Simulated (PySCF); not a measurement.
A structure optimised at PBE-D3(BJ)/def2-SVP, used in a PySCF frequency run:

```xyz
8

Ti     0.0000     0.0000    -0.1043
F      1.4507     0.8376    -0.6050
F     -1.4507     0.8376    -0.6050
F      0.0000    -1.6751    -0.6050
C      0.0000     0.0000     1.9480
H      0.9079    -0.5242     2.3145
H     -0.9079    -0.5242     2.3145
H      0.0000     1.0484     2.3145
```
Charge 0, spin multiplicity 1.

### Question
Write its SMILES, formula and point group.

### Answer
[CH3][Ti]([F])([F])[F], CH3F3Ti, C3v

### Question
What are its rotational constants (standard atomic weights)?

### Answer
3.0956, 3.0796, 3.0796 GHz
